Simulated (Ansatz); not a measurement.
CH5AlS2, relaxed with RKS PBE0-D4/def2-TZVP in Ansatz from a PBE-D4/def2-SVP geometry. The force threshold is 0.005 eV/Å; the program also tests the step.

The species carries charge 0 and has multiplicity 1. The bonds changed during the relaxation, so this is another structure than the one it started from.

Start:

```xyz
9

C    -0.044   -0.672   -1.205
Al    0.361   -0.514    0.709
S     1.471    1.350    1.410
S    -0.646    1.546    1.655
H    -1.038   -1.139   -1.375
H    -0.030    0.309   -1.722
H     0.705   -1.318   -1.711
H     0.213   -1.686    1.782
H    -0.991    2.124    0.457
```

Task: By how much does the energy fall, and how many steps does the optimiser take? (An estimate is asked.)

Result: Computed: 0.06 eV, in 6 steps.

Task: Which bonds change most? (Estimate.)

Result: Ansatz gave: S3–S4 from 2.141 to 2.084 Å; Al2–S4 from 2.480 to 2.432 Å; Al2–S3 from 2.281 to 2.254 Å; S4–H9 from 1.374 to 1.351 Å.

Task: Give the relaxed structure. (Estimate.)

Result: Computed: 
```xyz
9

C    -0.046   -0.669   -1.202
Al    0.339   -0.499    0.701
S     1.436    1.345    1.394
S    -0.625    1.525    1.644
H    -1.023   -1.131   -1.373
H    -0.028    0.295   -1.716
H     0.699   -1.310   -1.685
H     0.216   -1.663    1.764
H    -0.968    2.107    0.474
```
